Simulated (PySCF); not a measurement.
**IS₂, doublet: molecular constants**

All numbers come from PySCF, UPBE0, basis I def2-TZVP with ECP28, S def2-TZVP (scalar-relativistic core potentials, no spin–orbit coupling, density fitting).

The structure is a minimum.

* Point group: C2v
* Bond lengths: I–S 2.257 Å (×2)
* Bond angles: S–I–S 114.6°
* Zero-point energy: 6.0 kJ/mol
* Rotational constants: 0.2663, 0.07312, 0.05737 cm⁻¹
* Enthalpy at 298.15 K above 0 K: 13.10 kJ/mol
* Rotational symmetry number: 2
* Highest occupied level (α): -7.02 eV
* Heat capacity Cp at 298.15 K: 53.0 J/(mol K)
* Entropy at 298.15 K and 1 bar (electronic part: spin only): 304.9 J/(mol K)
* Principal polarisabilities: 40.4, 56.5, 153.4 bohr³
* Dipole moment: 2.22 D
* Lowest empty level (β): -4.59 eV
* Atomisation energy without zero-point energy: 382 kJ/mol
* Spin squared ⟨S²⟩: 0.756
* Principal quadrupole moments (Buckingham, traceless) about the centre of mass: -3.66, 1.48, 2.18 D Å

Harmonic modes (masses in u: I 126.904, S 31.972):
```csv
symmetry,ω (cm⁻¹),IR (km/mol),μ (u),type
a1,147,2.2,37.57,bend
a1,425,0.4,35.59,stretch
b2,435,13.5,39.80,stretch
```

In C2v the vibrations span 2a1 + b2. Here b1 is antisymmetric to the molecular plane and b2 lies in it.

Charges (e):
```csv
atom,Mulliken,Löwdin,polar tensor,spin (Mulliken),Mayer order to I1
I1,0.60,0.42,0.48,0.21,–
"S2,3",-0.30,-0.21,-0.24,0.40,1.48
```
Other Mayer orders above 0.3: S–S 0.42.

Mulliken populations on I1 (electrons outside its core potential): s 3.88, p 10.12, d 10.36, f 0.04.

This need not be the most stable arrangement of these atoms. Spin–orbit coupling, left out here, can matter for elements this heavy.

The final relaxation and frequency run took of the order of 110 core-seconds on a shared host.
